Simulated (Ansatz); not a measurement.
The cluster NiS2. The state is a singlet with charge 0. Geometry PBE0-D4/def2-TZVP.

| atom | x (Å) | y (Å) | z (Å) |
| --- | --- | --- | --- |
| Ni1 | 1.180 | 0.158 | 0.345 |
| S2 | -0.285 | -0.659 | -0.949 |
| S3 | -0.895 | 0.501 | 0.604 |

HSE06 is defined as in plane-wave codes, on full-range PBE exchange. The restricted singlet is unstable towards broken spin symmetry at other levels; at PBE-D4/def2-SVP, PBE-D4/def2-TZVPD, r2SCAN0-D4/def2-TZVP, HSE06-D4/def2-TZVP this wasn't settled. At PBE-D4/def2-SVP, PBE-D4/def2-TZVPD, r2SCAN-D4/def2-TZVP an occupied level of the charge 0 singlet lies above an empty one (by up to 0.39 eV), so this SCF solution is probably not the lowest. At r2SCAN-D4/def2-TZVP the restricted singlet is unstable: a solution with broken spin symmetry lies lower. The geometry of the singlet was relaxed on an unsound state (restricted singlet, unstable towards broken spin symmetry). At PBE0-D4/def2-TZVP a triplet of charge 0 lies 0.64 eV below the restricted singlet, each at its own geometry. The structure comes from a short search, and lower isomers may exist.

Estimate the orbital energies around the gap (eV) in Ansatz with PBE-D4/def2-SVP, PBE-D4/def2-TZVPD, r2SCAN-D4/def2-TZVP, r2SCAN0-D4/def2-TZVP, HSE06-D4/def2-TZVP.


```
orbital  PBE-D4/def2-SVP  PBE-D4/def2-TZVPD  r2SCAN-D4/def2-TZVP  r2SCAN0-D4/def2-TZVP  HSE06-D4/def2-TZVP
 HOMO−5            -6.94              -7.51                -7.53                 -8.38               -7.90
 HOMO−4            -5.16              -5.95                -6.25                 -8.35               -7.60
 HOMO−3            -4.92              -5.76                -5.96                 -8.16               -7.45
 HOMO−2            -4.37              -5.22                -5.40                 -7.37               -6.71
 HOMO−1            -4.27              -5.14                -5.27                 -7.35               -6.71
   HOMO            -3.54              -4.17                -4.22                 -5.33               -4.84
   LUMO            -3.93              -4.54                -4.36                 -3.31               -3.75
 LUMO+1            -3.02              -3.41                -2.98                 -2.24               -2.78
 LUMO+2            -0.51              -1.30                -0.78                  0.32               -0.25
 LUMO+3             1.64              -0.45                 1.37                  2.24                1.71
 LUMO+4             2.02               0.23                 2.58                  3.35                2.72
 LUMO+5             3.36               0.42                 3.17                  3.84                3.22
```
